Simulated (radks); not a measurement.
Excited configurations of S IV: one electron is placed in a higher orbital outside [Ne] 3s2. The ground configuration is [Ne] 3s2 3p1. Method: scalar-relativistic Kohn-Sham, PBE, spin-polarised, spherical densities, finite nucleus; open shells are filled with parallel spins first; Fermi nuclear charge, rms radius 3.2611 fm; computed with a radial shooting solver on a logarithmic mesh with Libxc functionals. Excitation = E - E(ground); binding = E(ion) - E, where the ion is the core of charge +4; n* = 4/sqrt(2 binding) in atomic units, and the quantum defect is n - n*.

outer orbital  excitation (eV)  binding (eV)     n*  quantum defect  eigenvalue (eV)  <r> (bohr)
3d                      16.371        30.834  2.657           0.343          -25.490       1.965
4s                      22.095        25.110  2.944           1.056          -22.497       3.347
5s                      32.904        14.301  3.901           1.099          -12.805       5.883
5p                      34.507        12.698  4.141           0.859          -11.318       6.401
5d                      36.808        10.397  4.576           0.424           -9.195       7.341
6p                      38.807         8.399  5.091           0.909           -7.560       9.797

Estimate the row for 6d.

Answer. excitation (eV) 40.042; binding (eV) 7.164; n* 5.513; quantum defect 0.487; eigenvalue (eV) -6.415; <r> (bohr) 11.03. The Delta-SCF ionisation energy is 47.205 eV (NIST Atomic Spectra Database: 47.22 eV, semi-empirical). Self-interaction in the functional shifts the binding energies and quantum defects, so they are the method's values and not measured ones. Open shells are spherical and high-spin; term and fine-structure splittings are not resolved.
